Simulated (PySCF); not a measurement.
# Mayer bond orders and bond lengths

C6H12ClFO.
SMILES with atom numbers: `[CH3:1][O:2][C@:3]([CH3:4])([CH2:5][F:6])[CH2:7][CH2:8][Cl:9]` (hydrogens: H10, H11, H12 on C1; H13, H14, H15 on C4; H16, H17 on C5; H18, H19 on C7; H20, H21 on C8)

Structure used (PBE0-D3(BJ)/def2-SVP), in Å, numbered top down from 1:
```
atom  x, y, z in Å
C1     1.8345    1.1882    0.7752
O2     0.5460    1.0665    0.2371
C3     0.1153   -0.2080   -0.2077
C4     0.1780   -1.2558    0.9013
C5     0.9280   -0.6691   -1.4177
F6     2.1729   -1.1321   -1.0603
C7    -1.3169    0.0258   -0.7027
C8    -2.2096    0.6713    0.3350
Cl9   -3.8389    0.9807   -0.3367
H10    1.9713    0.5812    1.6883
H11    1.9616    2.2451    1.0476
H12    2.6247    0.9100    0.0581
H13   -0.3310   -2.1784    0.5856
H14    1.2173   -1.5178    1.1402
H15   -0.3088   -0.8841    1.8140
H16    1.0546    0.1804   -2.1093
H17    0.3985   -1.4841   -1.9395
H18   -1.2810    0.6868   -1.5842
H19   -1.7577   -0.9291   -1.0284
H20   -2.3499    0.0332    1.2174
H21   -1.7923    1.6323    0.6579
```

Bond orders from the PBE0/pcSseg-1 density (PySCF). One conformer (not necessarily the lowest) at the PBE0-D3(BJ)/def2-SVP geometry, without solvent, vibrations or thermal averaging.

(1) Where do the orders between heavy atoms depart from those drawn in the SMILES?

(2) Give the Mayer order of every bond between heavy atoms, beside its length.

Answers

(1) The largest departure is 0.115, at C5–F6 (drawn single, 0.885).

(2) 
| bond | drawn as | length (Å) | Mayer order |
| --- | --- | --- | --- |
| C1–O2 | single | 1.402 | 0.926 |
| O2–C3 | single | 1.417 | 0.893 |
| C3–C4 | single | 1.527 | 1.000 |
| C3–C5 | single | 1.529 | 0.985 |
| C5–F6 | single | 1.375 | 0.885 |
| C3–C7 | single | 1.533 | 0.999 |
| C7–C8 | single | 1.513 | 1.013 |
| C8–Cl9 | single | 1.789 | 0.982 |

Bonds between the same two heavy elements. C–O: lowest O2–C3 (0.893, 1.417 Å), highest C1–O2 (0.926, 1.402 Å). C–C: lowest C3–C5 (0.985, 1.529 Å), highest C7–C8 (1.013, 1.513 Å).

And the bonds to hydrogen?

C–H: 0.93 to 0.97 (12 bonds).

Sum the orders of all bonds at each heavy atom with more than one neighbour and set the sums beside the valence in the SMILES.

C1 3.812 (drawn 4), O2 1.819 (drawn 2), C3 3.877 (drawn 4), C4 3.857 (drawn 4), C5 3.754 (drawn 4), C7 3.886 (drawn 4), C8 3.858 (drawn 4). Orders between atoms that aren't bonded are not in these sums.

Mayer orders depend on the basis set.

These values come from a run that also computed NMR shieldings. Time: 50 s of wall time (grids of density and orbitals included); peak memory 0.96 GiB. Hardware: an Arm Neoverse V2 with one thread, on a shared host.
